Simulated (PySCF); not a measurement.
```xyz
5
charge -1 multiplicity 3, angstrom
Co    0.0000    0.0000    0.0000
H     0.0000    1.5862    0.0000
H     0.0000   -1.5862    0.0000
H     1.5862    0.0000    0.0000
H    -1.5862    0.0000    0.0000
```

All numbers come from PySCF, UPBE0, basis Co def2-TZVPD, H def2-TZVPD (no relativity, density fitting).

This geometry of CoH₄⁻ is a stationary point at this level.

Q: What is the point group?

A: D4h.

Q: Is it a minimum?

A: Yes: all harmonic wavenumbers are real.

Q: Which band is strongest in the infrared?

A: 1593 cm⁻¹ (eu), 2025 km/mol.

Q: Give the ideal-gas entropy at 298.15 K and 1 bar by parts.

A: translation 160.5, rotation 54.4, vibration 15.3, spin 9.1; total 239.3 J/(mol K).

Other isomers or separated fragments may lie lower. Open d and f shells are described by one determinant, and the ground state may have another occupation or spin. The lowest empty level of this anion is unbound, so it and the gap depend on the basis.
